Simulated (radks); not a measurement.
The numbers below are computed, except where a source is named.
Charge is removed step by step from the 4s1/2 level of Ru3+, starting from [Kr] 4d5. Level of theory: Dirac Kohn-Sham, BLYP, spin-unpolarised, spherical densities, point nucleus; open shells fill j = l - 1/2 first (a radial shooting solver on a logarithmic mesh with Libxc functionals).

| removed (e) | E - E(0) (eV) | eigenvalue (eV) | E minus straight line (eV) |
|---|---|---|---|
| 0 | 0.000 | -110.76 | 0.000 |
| 0.1 | 11.164 | -112.53 | -0.812 |
| 0.2 | 22.506 | -114.30 | -1.447 |
| 0.3 | 34.026 | -116.10 | -1.903 |
| 0.4 | 45.725 | -117.90 | -2.180 |
| 0.5 | 57.606 | -119.71 | -2.275 |
| 0.6 | 69.669 | -121.54 | -2.189 |
| 0.7 | 81.914 | -123.38 | -1.920 |
| 0.8 | 94.345 | -125.23 | -1.466 |
| 0.9 | 106.96 | -127.09 | -0.826 |
| 1 | 119.76 | -128.96 | 0.000 |

Removing the whole electron costs 119.76 eV by Delta-SCF, against 110.76 eV from minus the eigenvalue at the starting occupation. Slater's transition state (half an electron removed) gives 119.71 eV. Integrating minus the eigenvalue over the occupation (Janak's theorem) gives 119.76 eV. The mean slope of the eigenvalue, de/dn, is 18.2 eV per electron.
